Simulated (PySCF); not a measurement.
**Dy⁴⁷⁺: fine-structure interval**

Dy⁴⁷⁺ [Ar] 3d1 [3d3/2^1, M_J = 3/2] → Dy⁴⁷⁺ [Ar] 3d1 [3d5/2^1, M_J = 5/2], as a difference of total energies. Computed with PySCF 2.14 in an even-tempered Gaussian basis (15 s from 12 bohr⁻², ratio 2.8; 12 p from 15 bohr⁻², ratio 2.8; 8 d from 15 bohr⁻², ratio 2.8; 3 f from 46 bohr⁻², ratio 3), with the two-component X2C-1e Hamiltonian. Correlated levels: [Ne] frozen; the 72 highest virtual spinors dropped. "Screened" scales the spin-orbit matrix elements by Boettger's factors to mimic the two-electron term; Breit and QED terms are absent.

| method | fine-structure interval (cm⁻¹) |
| --- | --- |
| GHF (screened spin-orbit) | 364630 |
| GMP2 (screened spin-orbit) | 364990 |
| GHF (bare spin-orbit) | 430240 |
